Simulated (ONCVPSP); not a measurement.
## Transferability test, ONCV potential for cadmium

| Quantity | Value |
| --- | --- |
| Element | cadmium |
| Generator | ONCVPSP 4.0.1 |
| Type | optimised norm-conserving Vanderbilt (ONCV) |
| Functional | LDA (Perdew-Zunger) |
| Relativity | scalar-relativistic |
| Frozen core | [Ar] 3d10 |
| Valence charge | 20 |
| Reference configuration | 4s2 4p6 4d10 5s2 |
| Partial waves | 4s+5s: rc 1.40 bohr, ncon 4, nbas 8, qcut 6.6 1/bohr, 2 projectors; 4p: rc 1.30 bohr, ncon 4, nbas 8, qcut 10.5 1/bohr, 2 projectors, debl 1.4 Ha; 4d: rc 1.75 bohr, ncon 5, nbas 9, qcut 10.5 1/bohr, 3 projectors, debl 0.8 Ha |
| Local potential | polynomial inside 1.30 bohr (lpopt 5, dvloc0 6 Ha) |
| Core correction | none |

In the p channel the program set the typed energies aside and used -2.462, 0.250 Ha.

Energies are relative to the spin-unpolarised reference configuration 4s2 4p6 4d10 5s2; without spin polarisation the order of configurations can differ from experiment.

| valence configuration | charge | ΔE all-electron (eV) | error AE − PS (meV) |
| --- | --- | --- | --- |
| 4s2 4p6 4d9 5s0 | +3 | 65.404 | -12 |
| 4s1 4p6 4d10 5s2 | +1 | 113.449 | -310 |

What are ΔE and the potential's error for 4s2 4p6 4d10 5s0?

ΔE = 27.148 eV all-electron; the error (AE − PS) is -6.1 meV.

What are ΔE and the potential's error for 4s2 4p6 4d10 5s1?

ΔE = 9.628 eV all-electron; the error (AE − PS) is -1.7 meV.

Levels in the configuration 4s2 4p6 4d10 5s0:

```json
{"level": "4s", "all-electron (eV)": "-124.856", "pseudo (eV)": "-124.908"}
{"level": "4p", "all-electron (eV)": "-86.019", "pseudo (eV)": "-86.041"}
{"level": "4d", "all-electron (eV)": "-30.706", "pseudo (eV)": "-30.710"}
```
